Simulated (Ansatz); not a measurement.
`[SiH3][N]([SiH3])[InH2]` + H₂ → `[InH3]` + `[SiH3]N[SiH3]` at 298.15 K and 1 bar (hydrogenolysis of the In–N bond).

Gas-phase electronic energies from Ansatz, PBE0-D4/def2-TZVP geometries. CCSD(T)/CBS adds triple-zeta CCSD(T) − MP2 to the extrapolated MP2 energy (def2 sets, frozen cores). This one scheme is used for every species. def2 core potentials past Kr. For In outer-core shells are correlated without core-valence functions, which leaves a few kJ/mol of doubt a bond.

```tsv
species	CCSD(T)/CBS energy (Eh)	H − E (kJ/mol)	S (J/(mol·K))
`[SiH3][N]([SiH3])[InH2]`	-827.51128	204.8	401.5
H₂	-1.17544	35.1	130.4
`[InH3]`	-191.56739	54.8	229.0
`[SiH3]N[SiH3]`	-637.10515	192.6	335.6
```

H − E and S are ideal-gas, rigid-rotor, harmonic terms from PBE0-D4/def2-TZVP. The MP2-based limit puts H₂ 0.8 mEh under its directly extrapolated value; such offsets cancel only in part. 1 Eh = 2625.50 kJ/mol, R = 8.31446 J/(mol·K).

**Question.** By hand: ΔE, ΔH, ΔS and ΔG.

**Answer.** ΔE = (-191.56739) + (-637.10515) − (-827.51128) − (-1.17544) = 0.01418 Eh = 37.2 kJ/mol. Δ(H − E) = 54.8 + 192.6 − 204.8 − 35.1 = 7.5, so ΔH = 44.7 kJ/mol. ΔS = 229.0 + 335.6 − 401.5 − 130.4 = 32.7 J/(mol·K). ΔG = 44.7 − 298.15 × (32.7)/1000 = 35.0 kJ/mol.

**Question.** By hand: the equilibrium constant, and the temperature at which ΔG would vanish if ΔH and ΔS stayed fixed.

**Answer.** log₁₀ K = −ΔG/(RT ln 10) = -6.1. ΔG = 0 at ΔH/ΔS = 1367 K.

ΔH outweighs TΔS. A doubt of 5 kJ/mol in ΔE shifts log₁₀ K by 0.9 here. Modes under 60 cm⁻¹, often nearly free rotors, make the harmonic entropy too high. These are equilibria of isolated gas molecules and say nothing of rates. Largest T1 diagnostic: 0.015 (customary marks: 0.02 for closed shells, 0.045 for open ones).
